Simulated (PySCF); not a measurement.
PySCF job for Ge(H)(Br)(Me)2 (C₂H₇BrGe), SMILES [CH3][GeH]([CH3])[Br], TDA-CAM-B3LYP/def2-SVPD. Geometry optimised at PBE-D3(BJ)/def2-SVP.

```python
import numpy as np
from pyscf import gto, scf, dft, tdscf

mol = gto.M(
    atom='''
    Ge    0.77762460    0.32835263   -0.00000000
    C     1.50662601   -0.47587856    1.63143864
    C     1.50662601   -0.47587856   -1.63143864
    Br   -1.53677177   -0.08228089    0.00000000
    H     0.93281214    1.87481675    0.00000000
    H     2.59838319   -0.29010559    1.68555794
    H     1.02142898   -0.03786817    2.52417165
    H     1.32553803   -1.56788977    1.62439634
    H     1.02142898   -0.03786818   -2.52417165
    H     2.59838319   -0.29010559   -1.68555794
    H     1.32553803   -1.56788977   -1.62439635
    ''',
    basis='def2-SVPD',
    charge=0,
    spin=0,
    symmetry=True,
    max_memory=1600,
    verbose=4,
)
mf = dft.RKS(mol, xc='cam-b3lyp').density_fit(auxbasis='def2-universal-jkfit')
mf.grids.level = 3
mf.conv_tol = 1e-9
mf.max_cycle = 100
mf.kernel()
mf.grids = dft.Grids(mol).set(level=1).build(with_non0tab=True)  # coarser grid for the response kernel
td = tdscf.TDA(mf)
td.singlet = True
td.nstates = 10
td.conv_tol = 1e-4
td.positive_eig_threshold = 1e-6
td.kernel(x0=td.get_init_guess(mf, 15))
td.analyze()
tt = tdscf.TDA(mf)
tt.singlet = False
tt.nstates = 4
tt.conv_tol = 1e-4
tt.positive_eig_threshold = 1e-6
tt.kernel(x0=tt.get_init_guess(mf, 9))
tt.analyze(verbose=3)
```

It prints:

```
PySCF version 2.14.0

[INPUT] verbose = 4
[INPUT] num. atoms = 11
[INPUT] num. electrons = 86
[INPUT] charge = 0
[INPUT] spin (= nelec alpha-beta = 2S) = 0
[INPUT] symmetry True subgroup None
[INPUT] Mole.unit = angstrom
[INPUT] Symbol           X                Y                Z      unit          X                Y                Z       unit  Magmom
[INPUT]  1 Ge     0.777624600000   0.328352630000   0.000000000000 AA    1.469497521724   0.620496542981   0.000000000000 Bohr   0.0
[INPUT]  2 C      1.506626010000  -0.475878560000   1.631438640000 AA    2.847110531046  -0.899280146952   3.082972218633 Bohr   0.0
[INPUT]  3 C      1.506626010000  -0.475878560000  -1.631438640000 AA    2.847110531046  -0.899280146952  -3.082972218633 Bohr   0.0
[INPUT]  4 Br    -1.536771770000  -0.082280890000   0.000000000000 AA   -2.904077761263  -0.155488347385   0.000000000000 Bohr   0.0
[INPUT]  5 H      0.932812140000   1.874816750000   0.000000000000 AA    1.762759470269   3.542890191247   0.000000000000 Bohr   0.0
[INPUT]  6 H      2.598383190000  -0.290105590000   1.685557940000 AA    4.910232595774  -0.548220112305   3.185242873686 Bohr   0.0
[INPUT]  7 H      1.021428980000  -0.037868170000   2.524171650000 AA    1.930221027894  -0.071560470138   4.769993109891 Bohr   0.0
[INPUT]  8 H      1.325538030000  -1.567889770000   1.624396340000 AA    2.504903844396  -2.962882258807   3.069664200346 Bohr   0.0
[INPUT]  9 H      1.021428980000  -0.037868180000  -2.524171650000 AA    1.930221027894  -0.071560489036  -4.769993109891 Bohr   0.0
[INPUT] 10 H      2.598383190000  -0.290105590000  -1.685557940000 AA    4.910232595774  -0.548220112305  -3.185242873686 Bohr   0.0
[INPUT] 11 H      1.325538030000  -1.567889770000  -1.624396350000 AA    2.504903844396  -2.962882258807  -3.069664219243 Bohr   0.0

nuclear repulsion = 539.399829611202
point group symmetry = Cs
symmetry origin: [-1.97762064e-09 -6.59206777e-10 -2.19735584e-10]
symmetry axis x: [ 1.00000000e+00  1.29451442e-09 -1.41647017e-10]
symmetry axis y: [ 1.29451442e-09 -1.00000000e+00  1.00704669e-09]
symmetry axis z: [1.41647016e-10 1.00704663e-09 1.00000000e+00]
num. orbitals of irrep A' = 104
num. orbitals of irrep A" = 71
number of shells = 73
number of NR pGTOs = 293
number of NR cGTOs = 175
basis = def2-SVPD
ecp = {}


[settings echo left out]
init E= -4729.4823253489
HOMO (A") = -0.332995626012411  LUMO (A') = -0.0241691777281572  gap/eV = 8.40360
cycle= 1 E= -4731.16177393732  delta_E= -1.68  |g|= 0.512  |ddm|= 3.76
HOMO (A") = -0.311362687137537  LUMO (A') = 0.00997560555810351  gap/eV = 8.74406
cycle= 2 E= -4731.16865621416  delta_E= -0.00688  |g|= 0.525  |ddm|=  1.1
HOMO (A") = -0.332645154429783  LUMO (A') = 0.0248344007221792  gap/eV = 9.72751
cycle= 3 E= -4731.20951135432  delta_E= -0.0409  |g|= 0.0361  |ddm|= 0.542
HOMO (A") = -0.338645385641328  LUMO (A') = 0.0239092318886525  gap/eV = 9.86561
cycle= 4 E= -4731.20966480484  delta_E= -0.000153  |g|= 0.00856  |ddm|= 0.0527
HOMO (A") = -0.338375561814887  LUMO (A') = 0.0242853227949928  gap/eV = 9.86851
cycle= 5 E= -4731.20968513905  delta_E= -2.03e-05  |g|= 0.00348  |ddm|= 0.0196
HOMO (A") = -0.338254007296945  LUMO (A') = 0.0243292470607996  gap/eV = 9.86639
cycle= 6 E= -4731.20968819447  delta_E= -3.06e-06  |g|= 0.0005  |ddm|= 0.00455
HOMO (A") = -0.338289838259515  LUMO (A') = 0.0243568792319047  gap/eV = 9.86812
cycle= 7 E= -4731.20968831054  delta_E= -1.16e-07  |g|= 0.000215  |ddm|= 0.00139
HOMO (A") = -0.338277601699898  LUMO (A') = 0.0243437948067671  gap/eV = 9.86743
cycle= 8 E= -4731.20968832657  delta_E= -1.6e-08  |g|= 5.14e-05  |ddm|= 0.000418
HOMO (A") = -0.338285917783569  LUMO (A') = 0.0243441627744061  gap/eV = 9.86767
cycle= 9 E= -4731.20968832768  delta_E= -1.11e-09  |g|= 1.19e-05  |ddm|= 0.000122
HOMO (A") = -0.338283879892285  LUMO (A') = 0.0243459277858915  gap/eV = 9.86766
cycle= 10 E= -4731.20968832775  delta_E= -6.46e-11  |g|= 3.19e-06  |ddm|= 3.47e-05
HOMO (A") = -0.338285206914658  LUMO (A') = 0.0243452037131027  gap/eV = 9.86768
Extra cycle  E= -4731.20968832773  delta_E= 1.27e-11  |g|= 2.75e-06  |ddm|= 9.09e-06
converged SCF energy = -4731.20968832773
tot grids = 42416
Overwritten attributes  positive_eig_threshold  of <class 'pyscf.tdscf.rks.TDA'>


******** <class 'pyscf.tdscf.rks.TDA'> for <class 'pyscf.df.df_jk.DFSymAdaptedRKS'> ********
nstates = 10 singlet
deg_eia_thresh = 1.000e-03
wfnsym = None
conv_tol = 0.0001
eigh lindep = 1e-12
eigh level_shift = 0
eigh max_cycle = 100


Excitation energies (eV)
[6.3691953  6.37023531 7.54191278 7.58656569 7.95798201 8.04826194
 8.06312227 8.09455357 8.21262142 8.31651911]

** Singlet excitation energies and oscillator strengths **
Excited State   1:   A"      6.36920 eV    194.66 nm  f=0.0213
      43 -> 44       -0.67562
      43 -> 45       -0.12524
Excited State   2:   A'      6.37024 eV    194.63 nm  f=0.0217
      42 -> 44       -0.67515
      42 -> 45       -0.13352
Excited State   3:   A"      7.54191 eV    164.39 nm  f=0.0831
      40 -> 44        0.10939
      43 -> 44       -0.11021
      43 -> 45        0.63599
      43 -> 47        0.17823
      43 -> 48       -0.12101
Excited State   4:   A'      7.58657 eV    163.43 nm  f=0.0304
      42 -> 44       -0.11393
      42 -> 45        0.60732
      42 -> 47        0.27116
      42 -> 48       -0.12526
Excited State   5:   A"      7.95798 eV    155.80 nm  f=0.0000
      40 -> 44        0.55783
      43 -> 47       -0.35841
      43 -> 49        0.11309
Excited State   6:   A'      8.04826 eV    154.05 nm  f=0.0351
      39 -> 44       -0.13161
      41 -> 44       -0.38224
      42 -> 47        0.26429
      43 -> 46        0.46460
Excited State   7:   A"      8.06312 eV    153.77 nm  f=0.0226
      42 -> 46        0.66076
      42 -> 52       -0.15968
      42 -> 59       -0.11128
Excited State   8:   A'      8.09455 eV    153.17 nm  f=0.0006
      39 -> 44        0.34741
      42 -> 45        0.14829
      42 -> 47       -0.37159
      42 -> 49        0.12098
      43 -> 46        0.39426
Excited State   9:   A"      8.21262 eV    150.97 nm  f=0.0374
      40 -> 44        0.35375
      40 -> 45        0.16678
      43 -> 45       -0.19400
      43 -> 47        0.52802
Excited State  10:   A'      8.31652 eV    149.08 nm  f=0.0956
      39 -> 44        0.54723
      42 -> 45       -0.17437
      42 -> 47        0.34094
      42 -> 48        0.11304
      43 -> 46       -0.10033

** Transition electric dipole moments (AU) **
state          X           Y           Z        Dip. S.      Osc.
  1        -0.0000      0.0000     -0.3698      0.1367      0.0213
  2         0.0137     -0.3727      0.0000      0.1391      0.0217
  3         0.0000     -0.0000      0.6708      0.4500      0.0831
  4        -0.2619      0.3084     -0.0000      0.1637      0.0304
  5         0.0000     -0.0000     -0.0049      0.0000      0.0000
  6        -0.3862     -0.1704      0.0000      0.1782      0.0351
  7        -0.0000      0.0000     -0.3379      0.1142      0.0226
  8         0.0219     -0.0486     -0.0000      0.0028      0.0006
  9        -0.0000      0.0000     -0.4314      0.1861      0.0374
 10        -0.4763     -0.4924      0.0000      0.4693      0.0956

** Transition velocity dipole moments (imaginary part, AU) **
state          X           Y           Z        Dip. S.      Osc.
  1         0.0000     -0.0000     -0.1229      0.0151      0.0430
  2         0.0119     -0.1175     -0.0000      0.0139      0.0397
  3        -0.0000     -0.0000      0.1574      0.0248      0.0596
  4        -0.0637      0.0579      0.0000      0.0074      0.0177
  5         0.0000     -0.0000      0.0073      0.0001      0.0001
  6        -0.0774     -0.0348      0.0000      0.0072      0.0163
  7        -0.0000     -0.0000     -0.0950      0.0090      0.0203
  8        -0.0023     -0.0149     -0.0000      0.0002      0.0005
  9         0.0000     -0.0000     -0.1289      0.0166      0.0367
 10        -0.1214     -0.1225     -0.0000      0.0297      0.0649

** Transition magnetic dipole moments (imaginary part, AU) **
state          X           Y           Z
  1         0.0359      0.2612      0.0000
  2         0.0000     -0.0000     -0.3586
  3         0.2204     -0.5730     -0.0000
  4        -0.0000      0.0000      0.8627
  5        -0.1369      1.0911     -0.0000
  6         0.0000      0.0000      0.6493
  7         0.7411     -0.2634      0.0000
  8        -0.0000      0.0000     -0.8173
  9        -0.0086     -0.1571      0.0000
 10         0.0000     -0.0000     -0.6000


******** <class 'pyscf.tdscf.rks.TDA'> for <class 'pyscf.df.df_jk.DFSymAdaptedRKS'> ********
nstates = 4 triplet
deg_eia_thresh = 1.000e-03
wfnsym = None
conv_tol = 0.0001
eigh lindep = 1e-12
eigh level_shift = 0
eigh max_cycle = 100


Excitation energies (eV)
[5.86945381 5.88748546 7.0446165  7.34715993]

** Triplet excitation energies and oscillator strengths **
Excited State   1:   A'      5.86945 eV    211.24 nm  f=0.0000
Excited State   2:   A"      5.88749 eV    210.59 nm  f=0.0000
Excited State   3:   A'      7.04462 eV    176.00 nm  f=0.0000
Excited State   4:   A'      7.34716 eV    168.75 nm  f=0.0000
```

The calculation finished and met its thresholds.

Cost: roughly 6 core-minutes.
